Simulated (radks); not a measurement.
Results of a calculation; reference values are marked as such.
Q: These are the eigenvalues of the occupied orbitals of an atom or ion with whole-number occupations (eV). Level of theory: Dirac Kohn-Sham, relativistic LDA (MacDonald-Vosko exchange, VWN5 correlation), spin-unpolarised, spherical densities, finite nucleus; Fermi nuclear charge, rms radius of each element as measured or else 0.836 A^(1/3) + 0.57 fm (a radial shooting solver on a logarithmic mesh with Libxc functionals).

| orbital | eigenvalue |
|---|---|
| 1s1/2 | -87419.29 |
| 2s1/2 | -17684.68 |
| 2p1/2 | -17105.29 |
| 2p3/2 | -15061.75 |
| 3s1/2 | -6064.419 |
| 3p1/2 | -5807.379 |
| 3p3/2 | -5333.965 |
| 3d3/2 | -4917.545 |
| 3d5/2 | -4814.299 |
| 4s1/2 | -2939.827 |
| 4p1/2 | -2827.928 |

Which element is it, and in what charge state? The configuration may be excited. Open shells, if any, fill j = l - 1/2 first.

A: Z = 81, thallium, charge +49: Tl49+ in [Ar] 3d10 4s2 4p2. The list shows which subshells hold electrons but not how many an open one holds; the 1s level, -3212.6 hartree, gives Z - s = 80.2 by -(Z - s)^2/2, which with screening and relativity narrows Z to a few neighbours, and the depths of the outer levels then fix element, charge and occupations together.
